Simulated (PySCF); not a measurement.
Compound: C2H6O2Si.
Atom-mapped SMILES: `[O:1]=[CH:2][O:3][CH2:4][SiH3:5]` (hydrogens: H6 on C2; H7, H8 on C4; H9, H10, H11 on Si5)

Computed with PySCF, PBE0-D3(BJ)/def2-SVP geometry optimisation, gas phase.

(1) List the bond lengths, angles and torsions at this level.

## Answers

(1) 
```csv
bond,length (Å)
O1=C2,1.202
C2–O3,1.318
O3–C4,1.434
C4–Si5,1.916
C2–H6,1.108
"C4–H7, C4–H8",1.102
"Si5–H9, Si5–H11",1.488
Si5–H10,1.506
```

Bonds in one row agree within 0.01 Å and their mean is given. A selection of angles:
```csv
angle,degrees
O1–C2–O3,125.7
O1–C2–H6,124.3
O3–C2–H6,110.1
C2–O3–C4,118.6
O3–C4–Si5,121.0
O3–C4–H7,106.5
O3–C4–H8,106.4
Si5–C4–H7,107.9
H7–C4–H8,106.3
C4–Si5–H9,114.5
C4–Si5–H10,99.4
H9–Si5–H10,106.5
H9–Si5–H11,113.4
H10–Si5–H11,106.5
```

Dihedral angles: O1–C2–O3–C4 0° (synperiplanar); C2–O3–C4–Si5 -1° (synperiplanar).

O3 (ester single-bonded oxygen) is bent (angle 118.6°). Si5 (SiH3 silicon) is distorted tetrahedral (angles from 99.4° to 114.7°). The 5 heavy atoms lie in one plane (0.007 Å rms). The C–O distances run from 1.202 Å (O1=C2, drawn double) to 1.434 Å (O3–C4, drawn single), a spread of 0.232 Å. Of the pairs four or more bonds apart, O1···Si5 is among the closest relative to their van der Waals radii: 2.60 Å, 72 % of the sum of Bondi's values.

Point group: Cs (every atom within 0.08 Å of its image). No PBE0-D3(BJ)/def2-SVP frequencies stand behind this structure, so it isn't proved a minimum. One conformer, not necessarily the lowest.

Time: 26 s of wall time; peak memory 0.43 GiB. Hardware: Arm Neoverse V2, one thread, shared host. These figures are those of the optimisation.
